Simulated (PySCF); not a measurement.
# N⁺: ionisation energy

N⁺ [He] 2s2 2p2 [2p1/2^2, M_J = 0] → N²⁺ [He] 2s2 2p1 [2p1/2^1, M_J = 1/2], as a difference of total energies. All numbers are calculated (PySCF 2.14, the two-component X2C-1e Hamiltonian, in an even-tempered Gaussian basis (19 s from 0.06 bohr⁻², ratio 2.4; 12 p from 0.077 bohr⁻², ratio 2.4; 6 d from 0.81 bohr⁻², ratio 2.6; 5 f from 1.2 bohr⁻², ratio 2.6)). Correlated levels: nothing frozen; the 30 highest virtual spinors dropped. "Screened" scales the spin-orbit matrix elements by Boettger's factors to mimic the two-electron term; Breit and QED terms are absent.

```tsv
method	ionisation energy (eV)
GHF (spin-free)	29.093
GMP2 (spin-free)	29.667
GHF (screened spin-orbit)	29.085
GMP2 (screened spin-orbit)	29.660
```

**Question.** How much does correlation contribute at GMP2 (screened spin-orbit)?

**Answer.** 29.660 − (29.085) = 0.575 eV, measured against GHF (screened spin-orbit).

The labels give the starting determinants; with spin-orbit coupling the two ends relaxed to ⟨J²⟩ = 2.00, ⟨L²⟩ = 2.00, ⟨S²⟩ = 2.00 and ⟨J²⟩ = 1.03, ⟨L²⟩ = 2.01, ⟨S²⟩ = 0.75.

The determinant of N⁺ mixes levels of different J (the jj label is only the starting occupation), so the difference between spin-free and spin-orbit rows is not the physical spin-orbit shift.

For comparison: 29.601 eV (semi-empirical (NIST evaluation); NIST Atomic Spectra Database, ionization energies).
